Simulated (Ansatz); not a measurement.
Basis-set extrapolation for `[NH2][AlH][N]([SiH3])[SiH3]` (PBE0-D4/def2-TZVP geometry, frozen core, the Gaussian-basis code of Ansatz). Multiplicity 1, RHF reference.

```tsv
	def2-TZVPP	def2-QZVPP
HF	-934.125820	-934.157922
MP2 correlation	-0.760615	-0.815298
CCSD(T) correlation	-0.851063	not run
```

Energies in hartree. Use E(X) = E(∞) + A·exp(−7.88·√X) for Hartree–Fock and E(X) = E(∞) + B·X^(−2.97) for correlation, with X = 3 and 4, and add CCSD(T) minus MP2 of the smaller set to the MP2 limit.

**Question.** What is the CCSD(T) energy at the basis-set limit?

**Answer.** HF limit: -934.157922 + (-0.032102) × 0.13774 = -934.16234. MP2 limit: -0.815298 + (-0.054683) × 0.74074 = -0.85580. Higher-order term: -0.851063 − (-0.760615) = -0.09045. Total: -935.10859 hartree, 82.6 kcal/mol below CCSD(T)/def2-TZVPP.
